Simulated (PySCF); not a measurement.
SiHF2Cl, SMILES F[SiH](F)Cl. Geometry optimised at ωB97X-D3(BJ)/def2-SVP.

The numbers are results of ωB97X-D3(BJ)/def2-SVP (PySCF), not measurements.

Harmonic wavenumbers (cm⁻¹): 227, 272, 359, 594, 838, 842, 911, 999, 2389. Rotational constants (GHz): 6.792, 3.414, 2.512; symmetry number 1.

### Question
Work out the zero-point energy and the ideal-gas rigid-rotor harmonic-oscillator thermochemistry at 298.15 K and 1 atm.

### Answer
ZPE = ½ Σ hcν = ½ × 7432 cm⁻¹ = 44.45 kJ/mol. H − E(el) = 58.87 kJ/mol. Entropy in J/(mol K): translation 166.49, rotation 109.27, vibration 23.64, total 299.40. G − E(el) = -30.40 kJ/mol. Cp = 67.42 J/(mol K).
